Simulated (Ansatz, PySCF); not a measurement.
C3H5BO2, SMILES C1OCB(O)C=1. Atoms are numbered in the order given.

```xyz
11

O     -0.1486    -2.1869     0.0000
B     -0.1000    -0.8271     0.0000
C     -1.2650     0.1643     0.0000
C     -0.6820     1.3916     0.0000
O      0.6599     1.4653     0.0000
C      1.1935     0.1191     0.0000
H      0.7157    -2.6147     0.0000
H     -2.3470     0.0355     0.0000
H     -1.1603     2.3767     0.0000
H      1.8400     0.0158    -0.8889
H      1.8400     0.0158     0.8889
```

Coordinates come from a B3LYP-D3(BJ)/def2-SVP optimisation. This is a generated structure with no PubChem entry under its InChIKey; it may be hypothetical. The values are those of a single conformer.

Two levels are set side by side: PBE-D3(BJ)/def2-SVP (Ansatz, a first-principles code) and B3LYP-D3(BJ)/def2-SVP (Ansatz). Each level has its own optimised geometry; the coordinates shown are those of the second. Frequencies come from the Hessian of PySCF at each geometry. Differences are taken from unrounded values.

```tsv
quantity	B3LYP-D3(BJ)	PBE-D3(BJ)	PBE-D3(BJ) minus B3LYP-D3(BJ)
mean bond length (Å)	1.273	1.280	0.007
bond O1–B2 (Å)	1.361	1.370	0.010
bond B2–C3 (Å)	1.530	1.532	0.003
bond B2–C6 (Å)	1.603	1.606	0.003
bond C3–C4 (Å)	1.359	1.368	0.010
bond C4–O5 (Å)	1.344	1.350	0.006
bond O5–C6 (Å)	1.448	1.455	0.007
bond O1–H7 (Å)	0.964	0.973	0.008
bond C3–H8 (Å)	1.090	1.097	0.008
bond C4–H9 (Å)	1.095	1.104	0.009
bond C6–H10 (Å)	1.104	1.112	0.008
bond C6–H11 (Å)	1.104	1.112	0.008
highest harmonic wavenumber (cm⁻¹)	3857	3748	-109
mean harmonic wavenumber (cm⁻¹)	1362	1325	-37
zero-point energy (kcal/mol)	52.58	51.16	-1.42
```

GGA bonds tend to be longer and softer than those of functionals with exact exchange. Differences between two approximate levels are no errors against the true value.
